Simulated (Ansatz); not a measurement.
**Molecular dynamics of AsBH₆Si**

The input (input.yaml):

```yaml
crystal:
  periodic: [false, false, false]
  atoms:
    - { symbol: Si, position_ang: [-0.647072, 0.988129, -0.705931] }
    - { symbol: B, position_ang: [0.559789, -0.464087, 0.094567] }
    - { symbol: As, position_ang: [-0.063194, -1.510861, 1.604509] }
    - { symbol: H, position_ang: [-1.291749, 0.429792, -1.954187] }
    - { symbol: H, position_ang: [0.154557, 2.198314, -1.101254] }
    - { symbol: H, position_ang: [-1.731453, 1.428823, 0.242736] }
    - { symbol: H, position_ang: [1.497421, -0.758815, -0.617583] }
    - { symbol: H, position_ang: [0.860742, -2.750618, 1.445016] }
    - { symbol: H, position_ang: [0.660967, 0.439332, 0.992119] }
basis:
  gaussian: { orbitals: def2-SVP }
hamiltonian:
  xc: pbe
md:
  timestep: 0.5
  n_steps: 200
  ensemble: nve
  temperature: 300.0
  initial_velocities: maxwell_boltzmann
  seed: 3395
```

Run as:

```bash
$ ansatz run input.yaml --threads 2 --pin off --max-ram 3072MiB --backend cpu --events-out ev --progress --plain --runs-dir out
```

It starts at the highest image of a converged band, a first-order saddle point between two minima.

Output, in part (one step line in 7, the closing report, with atoms numbered from 0):

```
md step     0: t =     0.00 fs  T =   300.0 K  F+E_penalty+E_count = -69465.97454733 eV  E_kin = 0.271446 eV  conserved = -69465.70310133 eV  (28 SCF iters)
md step     7: t =     3.50 fs  T =   244.9 K  F+E_penalty+E_count = -69465.92425626 eV  E_kin = 0.221546 eV  conserved = -69465.70270989 eV  (28 SCF iters)
md step    14: t =     7.00 fs  T =   239.2 K  F+E_penalty+E_count = -69465.91930051 eV  E_kin = 0.216390 eV  conserved = -69465.70291041 eV  (29 SCF iters)
md step    21: t =    10.50 fs  T =   254.3 K  F+E_penalty+E_count = -69465.93271808 eV  E_kin = 0.230116 eV  conserved = -69465.70260187 eV  (29 SCF iters)
md step    28: t =    14.00 fs  T =   445.4 K  F+E_penalty+E_count = -69466.10602270 eV  E_kin = 0.403006 eV  conserved = -69465.70301681 eV  (28 SCF iters)
md step    35: t =    17.50 fs  T =   558.4 K  F+E_penalty+E_count = -69466.20858674 eV  E_kin = 0.505243 eV  conserved = -69465.70334328 eV  (28 SCF iters)
md step    42: t =    21.00 fs  T =   492.1 K  F+E_penalty+E_count = -69466.14816738 eV  E_kin = 0.445268 eV  conserved = -69465.70289934 eV  (29 SCF iters)
md step    49: t =    24.50 fs  T =   430.0 K  F+E_penalty+E_count = -69466.09232907 eV  E_kin = 0.389076 eV  conserved = -69465.70325344 eV  (29 SCF iters)
md step    56: t =    28.00 fs  T =   254.1 K  F+E_penalty+E_count = -69465.93249519 eV  E_kin = 0.229910 eV  conserved = -69465.70258496 eV  (29 SCF iters)
md step    63: t =    31.50 fs  T =   326.8 K  F+E_penalty+E_count = -69465.99880098 eV  E_kin = 0.295734 eV  conserved = -69465.70306741 eV  (29 SCF iters)
md step    70: t =    35.00 fs  T =   392.9 K  F+E_penalty+E_count = -69466.05868916 eV  E_kin = 0.355548 eV  conserved = -69465.70314098 eV  (27 SCF iters)
md step    77: t =    38.50 fs  T =   411.0 K  F+E_penalty+E_count = -69466.07502112 eV  E_kin = 0.371871 eV  conserved = -69465.70314963 eV  (27 SCF iters)
md step    84: t =    42.00 fs  T =   339.2 K  F+E_penalty+E_count = -69466.00997358 eV  E_kin = 0.306960 eV  conserved = -69465.70301402 eV  (27 SCF iters)
md step    91: t =    45.50 fs  T =   278.9 K  F+E_penalty+E_count = -69465.95500477 eV  E_kin = 0.252313 eV  conserved = -69465.70269224 eV  (28 SCF iters)
md step    98: t =    49.00 fs  T =   460.9 K  F+E_penalty+E_count = -69466.12017765 eV  E_kin = 0.417042 eV  conserved = -69465.70313561 eV  (27 SCF iters)
md step   105: t =    52.50 fs  T =   592.3 K  F+E_penalty+E_count = -69466.23891985 eV  E_kin = 0.535931 eV  conserved = -69465.70298931 eV  (27 SCF iters)
md step   112: t =    56.00 fs  T =   700.4 K  F+E_penalty+E_count = -69466.33736735 eV  E_kin = 0.633716 eV  conserved = -69465.70365139 eV  (27 SCF iters)
md step   119: t =    59.50 fs  T =   537.8 K  F+E_penalty+E_count = -69466.18954416 eV  E_kin = 0.486640 eV  conserved = -69465.70290461 eV  (29 SCF iters)
md step   126: t =    63.00 fs  T =   423.5 K  F+E_penalty+E_count = -69466.08605304 eV  E_kin = 0.383230 eV  conserved = -69465.70282345 eV  (28 SCF iters)
md step   133: t =    66.50 fs  T =   500.0 K  F+E_penalty+E_count = -69466.15555468 eV  E_kin = 0.452452 eV  conserved = -69465.70310265 eV  (28 SCF iters)
md step   140: t =    70.00 fs  T =   624.1 K  F+E_penalty+E_count = -69466.26767901 eV  E_kin = 0.564656 eV  conserved = -69465.70302339 eV  (27 SCF iters)
md step   147: t =    73.50 fs  T =   669.3 K  F+E_penalty+E_count = -69466.30892041 eV  E_kin = 0.605604 eV  conserved = -69465.70331625 eV  (27 SCF iters)
md step   154: t =    77.00 fs  T =   554.5 K  F+E_penalty+E_count = -69466.20462220 eV  E_kin = 0.501691 eV  conserved = -69465.70293170 eV  (27 SCF iters)
md step   161: t =    80.50 fs  T =   544.0 K  F+E_penalty+E_count = -69466.19548486 eV  E_kin = 0.492267 eV  conserved = -69465.70321763 eV  (27 SCF iters)
md step   168: t =    84.00 fs  T =   470.6 K  F+E_penalty+E_count = -69466.12859225 eV  E_kin = 0.425833 eV  conserved = -69465.70275957 eV  (27 SCF iters)
md step   175: t =    87.50 fs  T =   575.0 K  F+E_penalty+E_count = -69466.22392879 eV  E_kin = 0.520231 eV  conserved = -69465.70369751 eV  (28 SCF iters)
md step   182: t =    91.00 fs  T =   495.3 K  F+E_penalty+E_count = -69466.15105732 eV  E_kin = 0.448115 eV  conserved = -69465.70294194 eV  (28 SCF iters)
md step   189: t =    94.50 fs  T =   433.1 K  F+E_penalty+E_count = -69466.09492351 eV  E_kin = 0.391838 eV  conserved = -69465.70308501 eV  (28 SCF iters)
md step   196: t =    98.00 fs  T =   354.3 K  F+E_penalty+E_count = -69466.02364855 eV  E_kin = 0.320554 eV  conserved = -69465.70309423 eV  (27 SCF iters)
md step   200: t =   100.00 fs  T =   321.2 K  F+E_penalty+E_count = -69465.99303937 eV  E_kin = 0.290610 eV  conserved = -69465.70242928 eV  (26 SCF iters)
Total energy: -69465.99307363 eV, -2552.8281597146 hartree
Atom 0 at    -0.655118     1.057016    -0.711556 Å, force     0.085841    -1.149046     0.144348 eV/Å
Atom 1 at     0.280704    -0.718274    -0.097260 Å, force     0.143337     2.152869    -0.552626 eV/Å
Atom 2 at    -0.007534    -1.504081     1.598211 Å, force     0.648888    -1.670856    -0.194174 eV/Å
Atom 3 at    -1.151850     1.062430    -2.137125 Å, force    -0.130100    -0.009877     0.074122 eV/Å
Atom 4 at     0.589390     1.907130    -0.750310 Å, force    -0.032808     0.203454     0.176217 eV/Å
Atom 5 at    -1.714346     1.613999     0.228004 Å, force     0.212670    -0.020540    -0.200391 eV/Å
Atom 6 at     1.268987    -0.891243    -0.773170 Å, force     0.045380    -0.572185     0.018284 eV/Å
Atom 7 at     1.082288    -1.641386     2.638844 Å, force     0.495677    -0.255290    -0.387717 eV/Å
Atom 8 at    -0.843863    -0.761409     2.482647 Å, force    -1.468884     1.321471     0.921936 eV/Å
Dipole moment:     0.038459    -0.069287     0.254683 e Å
```

All steps were run. The conserved energy stayed within 0.075 meV per atom of its start (net change 0.075 meV per atom), so the integration is sound. The kinetic energy rose, since the run started high on the potential surface and went downhill. A run of 0.1 ps of so small a system gives no equilibrium averages. The orbitals stay closed-shell, which can raise the energy where a bond breaks towards radicals; this wasn't checked here.

Between its relaxed ends the band would form Si1–As3, B2–H5, B2–H9 and break As3–H9. These pairs go: Si1–As3 3.45 → 3.51 Å, B2–H5 2.95 → 2.72 Å, B2–H9 1.28 → 2.81 Å, As3–H9 2.17 → 1.43 Å. In the last frame they stand as before the step (other bonds may differ from the relaxed reactants and products). It ends as one piece, AsBH6Si. Pairs count as bonded within 1.25 times the sum of covalent radii (0.12 Å more for H–H).

Last frame:

```xyz
9
Properties=species:S:1:pos:R:3
Si -0.655 1.057 -0.712
B 0.281 -0.718 -0.097
As -0.007 -1.504 1.598
H -1.152 1.062 -2.137
H 0.589 1.907 -0.750
H -1.714 1.614 0.228
H 1.269 -0.891 -0.773
H 1.082 -1.641 2.639
H -0.844 -0.761 2.483
```

Run time: 3.6 min on 2 threads of AMD EPYC 7R13 Processor (Zen 3) (shared host), peak memory 0.15 GiB.
